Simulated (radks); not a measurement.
Results of a calculation; reference values are marked as such.
Question: The oxygen anion O2-, [Ne], held by a Watson sphere: a shell of charge +2 at radius R that stands for the Madelung well of a crystal (potential energy -2/R inside, -2/r outside, in hartree with lengths in bohr). Code: a radial shooting solver on a logarithmic mesh with Libxc functionals. Model: non-relativistic Kohn-Sham, LDA (Slater exchange, Perdew-Wang correlation), spin-polarised, spherical densities, point nucleus. Response by self-consistent Sternheimer equations with the Hartree and adiabatic LDA kernel. The sphere does not respond.

| R (bohr) | e(1s) (eV) | e(2s) (eV) | e(2p) (eV) | <r> 2p (bohr) | sum of <r^2> (bohr^2) | X-ray form factor at sin(theta)/lambda = 0.3 1/angstrom | alpha (bohr^3) |
|---|---|---|---|---|---|---|---|
| 1.66 | -504.09 | -23.554 | -9.187 | 1.406 | 19.33 | 4.282 | 10.40 |
| 1.82 | -504.19 | -22.721 | -8.553 | 1.447 | 20.47 | 4.209 | 12.22 |
| 2.44 | -503.95 | -20.164 | -6.448 | 1.589 | 24.81 | 4.069 | 22.47 |
| 3.7 | -502.70 | -17.333 | -3.748 | 1.828 | 34.10 | 4.039 | 70.56 |
| 3.85 | -502.57 | -17.127 | -3.532 | 1.854 | 35.32 | 4.040 | 80.31 |

Estimate the row for R = 3.43 bohr.

Answer: e(1s) (eV) -502.95; e(2s) (eV) -17.759; e(2p) (eV) -4.184; <r> 2p (bohr) 1.781; sum of <r^2> (bohr^2) 31.99; X-ray form factor at sin(theta)/lambda = 0.3 1/angstrom 4.039; alpha (bohr^3) 55.74.
